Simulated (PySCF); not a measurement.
One of the candidates below gave these computed data.

All candidates are C5H8NOP.

| technique | computed result |
| --- | --- |
| UV, strongest line | among the 8 lowest singlet transitions: S3 at 6.20 eV (200 nm, f = 0.113) [TDDFT wB97X-D/def2-SVPD] |
| Polarisability | 92.7 au [wB97X-D/def2-SVPD] |
| UV, first state | lowest singlet excitation: 5.38 eV (231 nm, f = 0.022) [TDDFT wB97X-D/def2-SVPD] |
| Triplet | lowest triplet excitation (Tamm–Dancoff): 4.14 eV [TDA wB97X-D/def2-SVPD] |
| 13C NMR | chemical shifts (computed TMS as zero) by class: 151.3 (1 C), 148.4 (1 C), 135.8 (1 C), 116.5 (1 C), 27.1 (1 C) ppm [GIAO PBE0/pcSseg-1] |
| Rotational structure | rotational constants A, B, C: 3.751, 1.124, 1.058 GHz [GFN2-xTB] |

Gas-phase values; electronic properties from PySCF, density fitting. Levels stand in brackets. One conformer (not necessarily the lowest) at the GFN2-xTB geometry, without solvent, vibrations or thermal averaging. NMR values are class means; diastereotopic atoms form classes of their own.

Question: Which candidate is it?
A. `CN(C)c1cocp1`
B. `COc1[nH]c(C)cp1`
C. `CP(N)c1ccoc1`

Answer: C. It is `CP(N)c1ccoc1`. Numbering: `[CH3:1][P:2]([NH2:3])[c:4]1[cH:5][cH:6][o:7][cH:8]1`. 5 carbons fall into 5 classes; from least to most shielded: aromatic CH next to a ring oxygen [C8] (151.3 ppm), aromatic CH next to a ring oxygen [C6] (148.4 ppm), substituted aromatic carbon [C4] (135.8 ppm), aromatic CH carbon [C5] (116.5 ppm), chain sp3 carbon bound to phosphorus [C1] (27.1 ppm). The optimised geometry has point group C1 and is an asymmetric top.

The others, at the same levels:
- `COc1[nH]c(C)cp1` fails: its computed 13C shifts are 194.7 (1 C), 130.2 (1 C), 123.5 (1 C), 59.9 (1 C), 18.0 (1 C) ppm and smallest rotational constant is 0.948 GHz (against 1.058 GHz).
- `CN(C)c1cocp1` fails: it has 4 carbon classes against 5; its computed 13C shifts are 185.6 (1 C), 165.8 (1 C), 133.6 (1 C), 44.3 (2 C) ppm, lowest singlet excitation is 4.47 eV (277 nm, f = 0.048) (against 5.38 eV) and lowest triplet excitation (Tamm–Dancoff) is 3.30 eV (against 4.14 eV).

Each candidate is one conformer, not necessarily the lowest. The conformers computed, where there is a choice (atom-mapped SMILES and torsion angles):
- `[CH3:1][P:2]([NH2:3])[c:4]1[cH:5][cH:6][o:7][cH:8]1`: C1–P2–C4–C5 -69°, H–N3–P2–C1 -71°, H–N3–P2–C1 171°
- `[CH3:1][O:2][c:3]1[nH:4][c:5]([CH3:6])[cH:7][p:8]1`: C1–O2–C3–N4 180°
- `[CH3:1][N:2]([CH3:3])[c:4]1[cH:5][o:6][cH:7][p:8]1`: C1–N2–C4–C5 -18°
